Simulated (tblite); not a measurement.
C₄H₁₂O₃Si, singlet, geometry from GFN2-xTB; GFN1-xTB in tblite 0.6.0.

tblite was given this input:
```
$ tblite run mol.xyz --method gfn1 --charge 0 --spin 0 --json tblite.json --no-restart

# file mol.xyz
20

C     -2.35120043    -1.27674156    -0.34643132
O     -1.49905331    -0.17147283    -0.46403798
Si     0.00031971     0.00348305     0.13674299
C      0.00478463     0.05212581     2.04643346
O      0.60965432     1.36457226    -0.50809365
C      0.07656315     2.65852392    -0.45234479
O      0.88609113    -1.22913671    -0.44267421
C      2.27194248    -1.41114068    -0.35381704
H     -1.83637703    -2.19297873    -0.63796567
H     -2.70483729    -1.38018781     0.68219784
H     -3.20270831    -1.10950683    -1.00685516
H     -0.72291189     0.76219536     2.43016166
H      0.97631051     0.34314263     2.43686273
H     -0.23624012    -0.91840604     2.47183131
H     -0.96874424     2.65837143    -0.76356558
H      0.65935611     3.28562621    -1.12783560
H      0.14473364     3.05763078     0.56249737
H      2.80022780    -0.51870423    -0.69145256
H      2.53604404    -2.25573748    -0.99107630
H      2.56459478    -1.62851473     0.67620299
```

What the program printed (banner, timings and long lists left out):

```
xTB calculator
 | screened Coulomb repulsion
 | Coulomb electrostatics
 |  * isotropic Klopman-Ohno-Mataga-Nishimoto electrostatics
 |  * onsite third-order electrostatics
 | DFT-D3(BJ) dispersion correction

halogen bonding energy    0.0000000000000E+00 Eh
repulsion energy          2.8706419258501E-01 Eh
dispersion energy        -7.7421771515295E-03 Eh
number of electrons       5.0000000000000E+01 e
integral cutoff           2.8146159136829E+01 bohr

------------------------------------------------------------
  cycle        total energy    energy error   density error
------------------------------------------------------------
      1     -30.69122815158  -3.0970550E+01   6.0795528E-01
      2     -31.05890949447  -3.6768134E-01   3.3728540E-01
      3     -31.04875897738   1.0150517E-02   1.3028744E-01
      4     -31.05859700580  -9.8380284E-03   4.4000156E-02
      5     -31.07198096643  -1.3383961E-02   9.7111821E-03
      6     -31.07259057140  -6.0960497E-04   4.9018195E-03
      7     -31.07278546907  -1.9489766E-04   5.7858213E-04
      8     -31.07278680658  -1.3375140E-06   1.7831978E-04
      9     -31.07278701884  -2.1225417E-07   5.2240014E-05
     10     -31.07278703863  -1.9791237E-08   2.1539856E-05
     11     -31.07278704221  -3.5849723E-09   4.0507475E-06
------------------------------------------------------------

electronic energy        -3.1352109057645E+01 Eh
total energy             -3.1072787042211E+01 Eh

Post processing:
 | Mayer-Wiberg bond orders

[Info] JSON dump of results written to 'tblite.json'
```
